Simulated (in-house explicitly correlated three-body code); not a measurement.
Computed with an exponentially correlated three-body code. Model: two electrons around a point charge, non-relativistic, variational in 260 exponentially correlated functions (energies converged to about 1e-7 hartree, or 1e-8 relative for large Z).

Command:
```bash
python run_hyl.py task.json out
```
Settings (lengths in bohr, energies in hartree):
```
Z                      18
screening              0.036
interaction_strength   1
functions              260
states_tried           13
```

Run time, properties included: 78 s on 1 thread of Arm Neoverse V2, on a shared host.

**Those bound S and P states to n = 4 that converged, binding against the one-electron ion.**

Given: nuclear charge 18; Yukawa screening of all interactions 0.036 1/bohr.

Computed: one-electron threshold -161.352971 hartree.

| term | energy (hartree) | binding (eV) |
| --- | --- | --- |
| 1 1S | -311.649088 | 4089.8 |
| 2 3S | -197.909707 | 994.76 |
| 2 3P | -197.254998 | 976.94 |
| 2 1S | ? | ? |
| 2 1P | -196.722126 | 962.44 |
| 3 3S | -177.094966 | 428.36 |
| 3 3P | -176.913691 | 423.43 |
| 3 1S | -176.904159 | 423.17 |
| 3 1P | ? | ? |
| 4 3S | -169.907121 | 232.77 |
| 4 3P | -169.832156 | 230.73 |
| 4 1S | -169.829858 | 230.67 |
| 4 1P | -169.773154 | 229.12 |

What belongs in the row 2 1S?

energy (hartree): -197.185954; binding (eV): 975.07.

What belongs in the row 3 1P?

energy (hartree): -176.769322; binding (eV): 419.5.

**Converged states only, values per electron or pair (inverse distances are <exp(-kr)/r>).**

```tsv
term	mean r (bohr)	mean r squared (bohr²)	mean inverse r (1/bohr)	mean r12 (bohr)	mean inverse r12 (1/bohr)	mean cosine	mean p1 dot p2 (bohr⁻²)	delta r1 (bohr⁻³)	delta r12 (bohr⁻³)
1 1S	0.085111	0.0096846	17.652	0.12478	10.9	-0.0073927	2.2824	1788.5	208.04
2 3S	0.21364	0.07358	11.12	0.35816	3.2512	-0.0025557	0.18034	1033.5	-
2 3P	0.18696	0.055317	11.101	0.31094	3.8783	-0.075293	-22.732	924.11	-
2 1S	0.21661	0.076039	11.098	0.35956	3.9094	-0.0041897	0.20434	1030.2	38.618
2 1P	0.18936	0.056976	11.084	0.30199	4.332	0.06377	22.346	929.16	11.578
3 3S	0.43203	0.3507	9.9171	0.78674	1.5861	-0.0008749	0.053648	958.95	-
3 3P	0.40679	0.31181	9.9119	0.7376	1.757	-0.017591	-5.2037	927.18	-
3 1S	?	?	?	?	?	?	?	?	?
3 1P	0.41016	0.31754	9.9073	0.74145	1.8829	0.014869	5.3236	928.29	3.6801
4 3S	0.73896	1.0985	9.4989	1.3979	0.9167	-0.00038383	0.022609	941.05	-
4 3P	?	?	?	?	?	?	?	?	-
4 1S	0.74467	1.1167	9.4965	1.4089	0.98714	-0.00057907	0.028668	940.81	4.6619
4 1P	0.71959	1.0472	9.4948	1.3586	1.0384	0.0057845	2.088	928.2	1.5822
```

What belongs in the row 3 1S?

mean r (bohr): 0.43633; mean r squared (bohr²): 0.35851; mean inverse r (1/bohr): 9.9114; mean r12 (bohr): 0.7943; mean inverse r12 (1/bohr): 1.7602; mean cosine: -0.0013416; mean p1 dot p2 (bohr⁻²): 0.066036; delta r1 (bohr⁻³): 958.27; delta r12 (bohr⁻³): 11.168.

What belongs in the row 4 3P?

mean r (bohr): 0.71513; mean r squared (bohr²): 1.0335; mean inverse r (1/bohr): 9.4967; mean r12 (bohr): 1.3508; mean inverse r12 (1/bohr): 0.98667; mean cosine: -0.0068683; mean p1 dot p2 (bohr⁻²): -2.0164; delta r1 (bohr⁻³): 927.79.

**Electric-dipole lines between converged S and P states, rate of the upper state's decay.**

```
s state  p state  p minus s (eV)  oscillator strength from s  rate (1/s)
   1 1S     2 1P          3127.3                     0.77201  1.0921e+14
   1 1S     3 1P          3670.3                     0.15371  2.9949e+13
   1 1S     4 1P               ?                           ?           ?
   2 1S     2 1P          12.621                    0.028946  6.6695e+07
   2 1S     3 1P          555.56                     0.40815  1.8221e+12
   2 1S     4 1P          745.94                    0.098819  7.9531e+11
   3 1S     2 1P         -539.27                   -0.047501  5.9942e+11
   3 1S     3 1P          3.6691                    0.050511  9.8354e+06
   3 1S     4 1P          194.04                      0.4501  2.4513e+11
   4 1S     2 1P         -731.78                   -0.010489  2.4373e+11
   4 1S     3 1P         -188.83                     -0.1098  1.6989e+11
   4 1S     4 1P           1.543                    0.070834  2.4393e+06
   2 3S     2 3P          17.816                    0.039679  1.8216e+08
   2 3S     3 3P          571.33                     0.39682  1.8735e+12
   2 3S     4 3P               ?                           ?           ?
   3 3S     2 3P         -548.58                   -0.048129  6.2849e+11
   3 3S     3 3P          4.9327                    0.066678  2.3467e+07
   3 3S     4 3P          197.63                     0.43787  2.4737e+11
   4 3S     2 3P         -744.17                   -0.010497  2.5225e+11
   4 3S     3 3P         -190.66                    -0.11265  1.7768e+11
   4 3S     4 3P          2.0399                    0.092392  5.5608e+06
```

What belongs in the row 1 1S 4 1P?

p minus s (eV): 3860.6; oscillator strength from s: 0.05702; rate (1/s): 1.2292e+13.

What belongs in the row 2 3S 4 3P?

p minus s (eV): 764.03; oscillator strength from s: 0.097009; rate (1/s): 8.1907e+11.

**Static dipole response.**

```
state  polarisability (bohr³)
 1 1S              9.3015e-05
 2 1S                 0.13591
 2 3S                0.093837
```
